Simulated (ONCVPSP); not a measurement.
F, ONCV: configuration errors across variants

| Item | Value |
| --- | --- |
| Element | fluorine (F) |
| Generator | ONCVPSP 4.0.1 |
| Type | optimised norm-conserving Vanderbilt (ONCV) |
| Functional | PBE |
| Relativity | non-relativistic |
| Frozen core | [He] |
| Valence charge | 7 |
| Reference configuration | 2s2 2p4 (charge +1) |
| Partial waves | 2s: rc 0.85 bohr, ncon 5, nbas 9, qcut 7.9 1/bohr, 3 projectors, debl 1.9 Ha; 2p: rc 1.40 bohr, ncon 3, nbas 6, qcut 12.1 1/bohr, 2 projectors, debl 4 Ha |
| Local potential | polynomial inside 0.75 bohr (lpopt 1, dvloc0 2 Ha) |
| Core correction | none |

All-electron excitation energies from the reference (eV): (1) 2s2 2p5 -19.401; (2) 2s2 2p3 38.395; (3) 2s2 2p2 99.037; (4) 2s1 2p6 -0.678.

A true bound ghost makes a file unfit for plane-wave use even where its test errors are small: the radial tests pick states by their node count and pass the ghost by.

Errors AE − PS in meV (a dash: test not solved or not reliable):

```csv
change,(1),(2),(3),(4),bound ghosts,GHOST(+) flags above zero
base,+27,+86,+533,+124,s,none
"s: rc 0.64; local potential polynomial inside 0.64 bohr (lpopt 1, dvloc0 2 Ha)",+26,+84,+520,+110,s,s
s: rc 0.76,+27,+85,+525,+116,s,none
s: rc 1,+28,+89,+550,+143,s,none
s: rc 1.08,+29,+91,+563,+154,s,none
s: rc 1.18,+30,+94,+577,+168,none,s
```

(1) Give the same row for: s: rc 0.88.

Results:

(1) +27, +87, +536, +128; bound ghosts: s; GHOST(+) flags above zero: none.
